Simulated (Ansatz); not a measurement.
B4H⁺. The state is a singlet with charge 1. Geometry r2SCAN-D4/def2-TZVP, that of the charge +1 singlet.

Cartesian coordinates in Å:
```
B 0.747 1.329 -0.862
B 1.034 0.189 0.145
B -0.339 -0.603 0.391
B -0.596 0.590 -0.650
H -0.847 -1.505 0.976
```

At PBE-D4/def2-TZVP, r2SCAN-D4/def2-TZVP, PBE0-D4/def2-TZVP the unrestricted singlet has broken spin symmetry (⟨S²⟩ up to 0.38). At PBE0-D4/def2-TZVP a triplet of charge 1 lies 0.10 eV below the unrestricted singlet, which stands at the restricted singlet's geometry. The structure comes from a short search, and lower isomers may exist.

(1) Estimate the orbital energies around the gap (eV) in Ansatz with PBE-D4/def2-TZVP, r2SCAN-D4/def2-TZVP, PBE0-D4/def2-TZVP.

Results:

(1) 
```
orbital  PBE-D4/def2-TZVP  r2SCAN-D4/def2-TZVP  PBE0-D4/def2-TZVP
 HOMO−5            -23.27               -24.12             -25.43
 HOMO−4            -18.05               -18.63             -19.70
 HOMO−3            -15.74               -16.14             -17.05
 HOMO−2            -15.40               -15.70             -16.61
 HOMO−1            -13.73               -13.90             -14.63
   HOMO            -13.27               -13.62             -14.45
   LUMO            -12.16               -11.83             -11.20
 LUMO+1            -10.68               -10.29              -9.62
 LUMO+2             -8.98                -8.71              -7.96
 LUMO+3             -7.96                -7.63              -6.92
 LUMO+4             -6.83                -6.26              -5.64
 LUMO+5             -4.38                -3.64              -3.11
 β HOMO            -13.27               -13.62             -14.45
 β LUMO            -12.16               -11.83             -11.20
```
